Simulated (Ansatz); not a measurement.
Input for Ansatz (a program for electronic structure): R-SVWN5/def2-TZVPP on CH3FOSi (SMILES CO[Si]F), a point of a torsion scan.

Ansatz 0.2 input:
```yaml
crystal:
  periodic: [false, false, false]
  atoms:
    - {symbol: C, position_ang: [-0.87499887, -0.01600702, 0.12939410]}
    - {symbol: O, position_ang: [-0.07011572, 1.12544735, 0.24547067]}
    - {symbol: Si, position_ang: [-0.18032877, 2.67189039, -0.17024127]}
    - {symbol: F, position_ang: [-1.70376458, 2.71142795, -0.79481120]}
    - {symbol: H, position_ang: [-0.52608947, -0.61578533, -0.71429735]}
    - {symbol: H, position_ang: [-1.92101831, 0.25147553, -0.03267908]}
    - {symbol: H, position_ang: [-0.78435608, -0.59655697, 1.04885230]}
basis:
  gaussian:
    orbitals: def2-TZVPP
hamiltonian:
  xc: {name: SVWN5}
scf: {lower_state_search: off}
```

The head of its log:

```
WARN ansatz: RAYON_NUM_THREADS=1 ignored (pool sized by the plan → 1); use --threads N
Functional definition: SVWN5
these checks for a lower state are left out or cut short: stability, starts, cluster_reference, orbital_swaps, neighbouring_geometries, increment
integrals: 0.08 GiB planned
952 factors; their error is unknown
mean field: 0.60 GiB planned
mean field evaluation 1: about -13649.2173 eV, gradient 7.3e1 eV
mean field evaluation 2: about -13583.1200 eV, gradient 1.8e2 eV
```

**Question.** Give the final energy of this run.

**Answer.** -501.9575 hartree.
